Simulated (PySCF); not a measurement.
Stationary points of IH₆

Method: PySCF, PBE0, basis I def2-TZVP with ECP28, H def2-TZVP (scalar-relativistic core potentials, no spin–orbit coupling, density fitting).

Relaxations began from a few typed shapes; open shells are unrestricted. The search is not exhaustive: other isomers or separated fragments can lie lower, and high-lying points may rest on an excited occupation.

```csv
spin,group,bonds,angles,imaginary modes (cm⁻¹),ΔE (kJ/mol),ΔE with ZPE (kJ/mol)
doublet,Oh,I–H 1.796 Å (×6),"H–I–H 90.0° (×12), H–I–H 180.0° (×3)",none,0.0,0.0
doublet,D3h,I–H 1.815 Å (×6),"H–I–H 77.6° (×6), H–I–H 87.3° (×3), H–I–H 137.6° (×6)",726i,130.5,–
```

The lowest minimum found is the doublet Oh: I–H 1.796 Å (×6); H–I–H 90.0° (×12), H–I–H 180.0° (×3).

For the lowest minimum: with an element this heavy the missing spin–orbit coupling can shift these numbers.
